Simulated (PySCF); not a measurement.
## `CC(C)(C)c1ccsn1`: 4 charge schemes on one density

Species: C₇H₁₁NS.
Geometry (GFN2-xTB, Å), atoms numbered from 1 in this order:
```
atom  x, y, z in Å
C1    -1.2350    0.9621   -0.8323
C2    -0.5868   -0.2544   -0.1592
C3    -0.8384   -1.5023   -1.0064
C4    -1.1808   -0.4563    1.2407
C5     0.8928   -0.0056   -0.0279
C6     1.4695    1.0718    0.6949
C7     2.8272    1.0175    0.6219
S8     3.2941   -0.3379   -0.3187
N9     1.7575   -0.8047   -0.5980
H10   -1.1006    1.8605   -0.2345
H11   -2.3015    0.7900   -0.9592
H12   -0.7935    1.1314   -1.8121
H13   -0.4126   -1.3773   -1.9980
H14   -0.3727   -2.3702   -0.5479
H15   -1.9072   -1.6818   -1.0999
H16   -0.7014   -1.2977    1.7365
H17   -2.2464   -0.6614    1.1646
H18   -1.0444    0.4294    1.8568
H19    0.9174    1.8251    1.2250
H20    3.5577    1.6726    1.0507
```

Density: PBE0/pcSseg-1 (PySCF); schemes: Mulliken, IAO, Hirshfeld and ESP-fitted. Geometry: GFN2-xTB; no solvent, vibrations or thermal averaging.

Problem. Give the atomic charges in each scheme.

Solution. In e:

```csv
atom,environment,Mulliken,IAO,Hirshfeld,ESP-fitted
C1,methyl carbon,-0.139,-0.412,-0.118,-0.533
C2,benzylic-type carbon,-0.634,+0.045,+0.025,+0.476
C3,methyl carbon,-0.101,-0.413,-0.124,-0.489
C4,methyl carbon,-0.140,-0.412,-0.118,-0.514
C5,substituted aromatic carbon,+0.245,+0.113,+0.059,+0.481
C6,aromatic CH carbon,-0.060,-0.223,-0.078,-0.444
C7,aromatic CH next to a ring sulfur,-0.263,-0.317,-0.079,-0.209
S8,ring sulfur,+0.397,+0.501,+0.156,+0.163
N9,pyridine-type nitrogen,-0.520,-0.474,-0.182,-0.454
H10,methyl hydrogen,+0.105,+0.132,+0.036,+0.115
H11,methyl hydrogen,+0.112,+0.138,+0.042,+0.139
H12,methyl hydrogen,+0.116,+0.143,+0.040,+0.125
H13,methyl hydrogen,+0.117,+0.147,+0.035,+0.108
H14,methyl hydrogen,+0.117,+0.147,+0.035,+0.106
H15,methyl hydrogen,+0.105,+0.130,+0.037,+0.128
H16,methyl hydrogen,+0.116,+0.143,+0.040,+0.121
H17,methyl hydrogen,+0.112,+0.138,+0.042,+0.135
H18,methyl hydrogen,+0.105,+0.132,+0.036,+0.110
H19,aromatic hydrogen,+0.085,+0.163,+0.057,+0.217
H20,aromatic hydrogen,+0.126,+0.177,+0.059,+0.219
```

Mean size of the charges over all atoms: ESP-fitted 0.264 e, IAO 0.225 e, Mulliken 0.186 e, Hirshfeld 0.070 e. Each set sums to the total charge, 0, to within 0.001 e. The IAO scheme counts the electrons in orthogonalised intrinsic atomic orbitals, a minimal basis polarised so that it spans the occupied orbitals exactly.

Lowest charge. The schemes don't all agree: Mulliken C2 (-0.634); IAO N9 (-0.474); Hirshfeld N9 (-0.182); ESP-fitted C1 (-0.533).

Highest charge. The schemes don't all agree: Mulliken S8 (+0.397); IAO S8 (+0.501); Hirshfeld S8 (+0.156); ESP-fitted C5 (+0.481).

Problem. How closely do the schemes follow one another over all atoms?

Solution. Correlation coefficient and root-mean-square difference: IAO with Hirshfeld 0.99, 0.181 e; Hirshfeld with ESP-fitted 0.87, 0.243 e; IAO with ESP-fitted 0.85, 0.164 e; Mulliken with Hirshfeld 0.70, 0.191 e; Mulliken with IAO 0.69, 0.198 e; Mulliken with ESP-fitted 0.38, 0.314 e.

Problem. Sum the charges by element, for elements with more than one atom.

Solution. 
| element | atoms | Mulliken | IAO | Hirshfeld | ESP-fitted |
| --- | --- | --- | --- | --- | --- |
| C | 7 | -1.092 | -1.619 | -0.433 | -1.232 |
| H | 11 | +1.215 | +1.592 | +0.459 | +1.523 |
